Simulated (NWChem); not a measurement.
# CH3FSe; SMILES C[Se]F

```xyz
6

Se     0.4321     0.0265     0.0000
F     -0.7151     1.3780     0.0000
C     -0.9023    -1.3558     0.0000
H     -0.3530    -2.3103     0.0000
H     -1.5219    -1.2933    -0.9043
H     -1.5219    -1.2933     0.9043
```
Atoms are numbered in this order, from 1.

Computed with NWChem. STO-3G and 3-21G are far too small for this property and stand as cheap habits. All runs use the structure optimised with PBE0/def2-SVP. GIAO values for the isolated, static molecule; σ is the absolute isotropic shielding, δ = σ(reference) − σ with the isolated reference molecule computed at the same levels (13C: tetramethylsilane, 19F: trichlorofluoromethane, 1H: tetramethylsilane). Spin-orbit effects, on the heavy nuclei and on their neighbours, are missing.

For level KT2/pcSseg-1:

```
Property                  Value
-----------------------  ------
σ Se1 (ppm)              -333.5
δ F2 (ppm)               -473.9
δ C3 (ppm)                 31.7
δ H4 (rotor mean) (ppm)    3.36
```

Task: How do the values read with level Hartree-Fock/STO-3G instead?

Result: The σ Se1 (ppm) comes out as 2247.2 and the δ F2 (ppm) comes out as -172.6. The δ C3 (ppm) comes out as 12.9 and the δ H4 (rotor mean) (ppm) comes out as 1.23.
